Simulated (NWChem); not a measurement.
System: C$_{2}$H$_{6}$Al cation; SMILES [CH3][Al+][CH3]

NWChem input:

```
start job
memory heap 200 mb stack 900 mb global 1100 mb
charge 1
geometry units angstroms noautosym nocenter noautoz
  Al     0.000000     0.000000     0.000000
  C      0.000000     0.000000     1.926197
  H     -0.929354     0.439715     2.308431
  H      0.845481     0.584987     2.308431
  H      0.083872    -1.024702     2.308431
  C      0.000000     0.000000    -1.926197
  H     -0.845481    -0.584987    -2.308431
  H      0.929354    -0.439715    -2.308431
  H     -0.083872     1.024702    -2.308431
end
basis spherical
  * library pcsseg-1
end
dft
  xc kt2
  iterations 150
end
property
  shielding 3 1 2 3
end
task dft property
```

NWChem printed, in part:

```
             Northwest Computational Chemistry Package (NWChem) 7.3.0
             --------------------------------------------------------

                             Geometry "geometry" -> ""
                             -------------------------

 Output coordinates in angstroms (scale by  1.889725989 to convert to a.u.)

  No.       Tag          Charge          X              Y              Z
 ---- ---------------- ---------- -------------- -------------- --------------
    1 Al                  13.0000     0.00000000     0.00000000     0.00000000
    2 C                    6.0000     0.00000000     0.00000000     1.92619700
    3 H                    1.0000    -0.92935400     0.43971500     2.30843100
    4 H                    1.0000     0.84548100     0.58498700     2.30843100
    5 H                    1.0000     0.08387200    -1.02470200     2.30843100
    6 C                    6.0000     0.00000000     0.00000000    -1.92619700
    7 H                    1.0000    -0.84548100    -0.58498700    -2.30843100
    8 H                    1.0000     0.92935400    -0.43971500    -2.30843100
    9 H                    1.0000    -0.08387200     1.02470200    -2.30843100

 Effective nuclear repulsion energy (a.u.)      88.6439116393

                              NWChem Property Module
                              ----------------------

  itol2e modified to match energy
  convergence criterion.

                                 NWChem DFT Module
                                 -----------------

 Summary of "ao basis" -> "ao basis" (spherical)
 ------------------------------------------------------------------------------
       Tag                 Description            Shells   Functions and Types
 ---------------- ------------------------------  ------  ---------------------
 Al                         pcsseg-1                10       24   4s5p1d
 C                          pcsseg-1                 7       17   3s3p1d
 H                          pcsseg-1                 3        5   2s1p

  itol2e modified to match energy
  convergence criterion.

[...]

          -----------------------------------------
          Chemical Shielding Tensors (GIAO, in ppm)
          -----------------------------------------

                                NWChem CPHF Module
                                ------------------

  scftype          =     RHF
  nclosed          =       15
  nopen            =        0
  variables        =     1095
  # of vectors     =        3
  tolerance        = 0.10D-03
  level shift      = 0.00D+00
  max iterations   =       50
  max subspace     =       30

 SCF residual:    3.2299392654532834E-005

Iterative solution of linear equations
  No. of variables     1095
  No. of equations        3
  Maximum subspace       30
        Iterations       50
       Convergence  1.0D-04

   iter   nsub   residual    time
   ----  ------  --------  ---------
     1      3    6.92D-06      39.0

      Atom:    1  Al
        Diamagnetic
    798.2992     -0.0000     -0.0000
     -0.0000    798.2992     -0.0000
     -0.0000     -0.0000    794.7865

        Paramagnetic
   -811.9996      0.0002     -0.0000
      0.0002   -811.9996      0.0000
     -0.0000      0.0000    -18.2866

        Total Shielding Tensor
    -13.7004      0.0002     -0.0000
      0.0002    -13.7003      0.0000
     -0.0000      0.0000    776.4999

           isotropic =     249.6997
          anisotropy =     790.2003

          Principal Components and Axis System
                 1           2           3
              776.4999    -13.7006    -13.7001

      1        -0.0000      0.7203      0.6937
      2         0.0000     -0.6937      0.7203
      3         1.0000      0.0000      0.0000

      Atom:    2  C
        Diamagnetic
    251.0665      0.0000     -0.0000
      0.0000    251.0665     -0.0000
     -0.0000     -0.0000    263.6932

        Paramagnetic
    -85.1413      0.0000      0.0000
      0.0000    -85.1413     -0.0000
      0.0000     -0.0000    -56.1085

        Total Shielding Tensor
    165.9251      0.0000      0.0000
      0.0000    165.9251     -0.0000
      0.0000     -0.0000    207.5847

           isotropic =     179.8117
          anisotropy =      41.6596

          Principal Components and Axis System
                 1           2           3
              207.5847    165.9251    165.9251

      1         0.0000      0.8095     -0.5871
      2        -0.0000      0.5871      0.8095
      3         1.0000     -0.0000      0.0000

      Atom:    3  H
        Diamagnetic
     33.1555     -5.2857     -6.2895
     -5.2857     24.4849      2.9758
     -6.2895      2.9758     28.6151

        Paramagnetic
     -0.8456      2.0693      2.0258
      2.0693      2.5489     -0.9585
      2.0258     -0.9585      1.0034

        Total Shielding Tensor
     32.3099     -3.2164     -4.2638
     -3.2164     27.0338      2.0174
     -4.2638      2.0174     29.6185

           isotropic =      29.6541
          anisotropy =      10.8555

          Principal Components and Axis System
                 1           2           3
               36.8911     26.5591     25.5120

      1         0.7584      0.4919      0.4277
      2        -0.3588     -0.2327      0.9039
      3        -0.5442      0.8390      0.0000
```

Level: KT2/pcSseg-1, GIAO. All runs use the structure optimised with B3LYP/6-31G* (spherical d). The printed shielding anisotropy is the first printed principal value minus the mean of the other two.
